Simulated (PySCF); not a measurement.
Al+: ionisation energy

Al+ [Ne] 3s2 (1S) → Al(2+) [Ne] 3s1 (2S), as a difference of total energies. Computed with PySCF 2.14 in def2-QZVPPD, with no relativity, point nucleus. Correlated levels: valence: [Ne] frozen. The calculations carry no spin-orbit coupling.

Question: Order these methods by the ionisation energy they give, lowest first.
A. UHF
B. MP2 (valence)
C. SCS-MP2 (valence)
D. CCSD (valence)

Answer: A (17.521 eV), B (18.321 eV), C (18.481 eV), D (18.618 eV).

Errors of the correlated levels include the incompleteness of this basis and the frozen core.

With two correlated electrons CCSD is exact in that space.

For comparison: 18.829 eV (measured; NIST Atomic Spectra Database, ionization energies).
